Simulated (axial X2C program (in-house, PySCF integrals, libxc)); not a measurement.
Ionising SrSi

All values come from calculations with an in-house all-electron X2C program for linear molecules (integrals from PySCF), spin-free (one-electron X2C) or two-component (2c: spin–orbit coupling with atomic mean-field Coulomb and Gaunt terms, which also bring small scalar terms), in Dyall basis sets with cores contracted in-house; open shells are unrestricted.

Basis sets: Si dyall-v3z, Sr dyall-cv3z. Frozen shells (counts by l): SrSi Sr 3s2p1d, Si 2s1p, 14 electrons correlated; SrSi⁺ Sr 3s2p1d, Si 2s1p, 13 electrons correlated. Coupled cluster in natural virtuals with an MP2 remainder. Where the outer core of a metal is frozen, bonds come out longer and ionisation energies lower.

```tsv
Hamiltonian	level	SrSi state	Re (Å)	ωe (cm⁻¹)	De (eV)
spin-free	HF	M_S = 2, Λ = 0	3.029	220.8	n/a
spin-free	BLYP	M_S = 2, Λ = 0	2.953	217.0	n/a
spin-free	PBE0	M_S = 2, Λ = 0	2.916	232.2	n/a
spin-free	MP2	M_S = 2, Λ = 0	2.944	232.7	n/a
2c	HF	Ω = 2	3.029	220.7	n/a
2c	PBE0	Ω = 2	2.916	232.2	n/a
2c	MP2	Ω = 2	2.944	232.6	n/a
2c	CCSD	Ω = 2	2.960	229.7	n/a
2c	CCSD(T)	Ω = 2	2.953	230.7	n/a
```

Adiabatic ionisation energy (minimum to minimum, no zero-point term) and constants of SrSi⁺:

```
Hamiltonian    level       SrSi⁺ state  IE (eV)  Re (Å)  ωe (cm⁻¹)  De (eV)  fragments
  spin-free       HF  M_S = 3/2, Λ = 0     5.11   2.860      273.3     0.85   Sr+ + Si
  spin-free     BLYP  M_S = 3/2, Λ = 0     5.16   2.844      249.1     1.35   Sr+ + Si
  spin-free     PBE0  M_S = 3/2, Λ = 0     5.28   2.790      277.9     1.67   Sr+ + Si
  spin-free      MP2  M_S = 3/2, Λ = 0     5.35   2.803      282.0     1.32   Sr+ + Si
         2c       HF           Ω = 3/2     5.11   2.860      273.2     0.85   Sr+ + Si
         2c     PBE0           Ω = 3/2     5.27   2.790      277.9     1.67   Sr+ + Si
         2c      MP2           Ω = 3/2     5.35   2.803      282.0     1.33   Sr+ + Si
         2c     CCSD           Ω = 3/2     5.36   2.817      277.9     1.26   Sr+ + Si
         2c  CCSD(T)           Ω = 3/2     5.35   2.815      277.2     1.32   Sr+ + Si
```

(1) Add the zero-point terms to the ionisation energy at CCSD(T), 2c, and say whether the electron removed was bonding.

Each entry is the lowest single determinant of a limited PBE0 search at one distance. De goes to single-determinant-based atoms at the same level (for ions the charge split of lowest energy) and is withheld (n/a) where an atom does not fit its ground term or J level. Main or longest-lived isotopes. One determinant is a doubtful description, or other states lie close, for SrSi, SrSi⁺; these need not be ground states, and all values refer to the states named. Some open-shell Ω = 0 determinants are out of reach, so the Ω given for SrSi need not be the lowest component. With several unpaired electrons the Ω given is that of one determinant, not necessarily of the lowest component. Some light 2c atoms are not at their ground J level, so De misses part of their lowering (0.04 eV or less). The functionals have no current term, which raises determinants with orbital currents.

Answers

(1) IE0 = IE + (ωe⁺ − ωe)/2 = 5.35 + (0.003) = 5.35 eV. Re changes by -0.138 Å, so the bond shortens, as on loss of an antibonding or a polarising non-bonding electron.
